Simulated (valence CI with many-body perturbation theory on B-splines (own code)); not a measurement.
# Forbidden lines of Ru XXXI

Level of theory: relativistic CI+MBPT: four valence electrons over a frozen Dirac-Fock core [Ne], a basis of 11 s, 11 p, 9 d, 7 f, 5 g, 2 h, 1 i functions for each j, with the one-electron correlation potential Σ1, the two-electron term Σ2, the three-electron term Σ3, Breit, model QED; selected CI, second order for the rest (own B-spline code, finite nucleus).

No measured spectrum was set against this ion. As an estimate, large intervals hold to a few tenths of a per cent, small ones and those within an open d or f shell to about a per cent.

Lines 1 to 8 of 8 in falling wavelength, among levels below 2315300 cm⁻¹, chosen from the decays that carry over 1 % of a level's rate. Wavelengths and rates use the calculated energies. Electric multipoles are in the length gauge, E1 and E2 with the static RPA response of the core. S is in atomic units (e²a₀⁴ for E2 and M2, e²a₀⁶ for E3), for M1 in squared Bohr magnetons. Weak lines are less certain than strong ones. Lines between different terms over intervals too small for the method are left out, as are lines whose strength nearly cancels.

Levels are named by their leading jj configuration (3d3/2^4 stands for four electrons in 3d with j = 3/2), which in mixed levels can hold well under half, so a name can repeat and another be missing.

| λ vac (Å) | Upper | Lower | Type | A (s⁻¹) | S (a.u.) |
| --- | --- | --- | --- | --- | --- |
| 2620 | (3s^2 3p1/2 3p3/2) J=2 | (3s^2 3p1/2 3p3/2) J=1 | M1 | 3.47e+02 | 1.16e+00 |
| 553.1 | (3s^2 3p3/2 3d5/2) J=4 | (3s^2 3p1/2 3d5/2) J=3 | M1 | 9.66e+04 | 5.45e+00 |
| 481.9 | (3s^2 3p1/2 3p3/2) J=1 | (3s^2 3p1/2^2) J=0 | M1 | 1.26e+05 | 1.56e+00 |
| 423.9 | (3s^2 3p3/2^2) J=2 | (3s^2 3p1/2 3p3/2) J=2 | M1 | 1.32e+05 | 1.86e+00 |
| 407.0 | (3s^2 3p1/2 3p3/2) J=2 | (3s^2 3p1/2^2) J=0 | E2 | 2.29e+02 | 1.14e-02 |
| 364.9 | (3s^2 3p3/2^2) J=2 | (3s^2 3p1/2 3p3/2) J=1 | M1 | 1.50e+05 | 1.35e+00 |
| 275.9 | (3s^2 3p3/2^2) J=0 | (3s^2 3p1/2 3p3/2) J=1 | M1 | 5.58e+05 | 4.34e-01 |
| 270.2 | (3s^2 3p3/2 3d5/2) J=4 | (3s 3p1/2 3p3/2^2) J=3 | M1 | 1.50e+04 | 9.89e-02 |
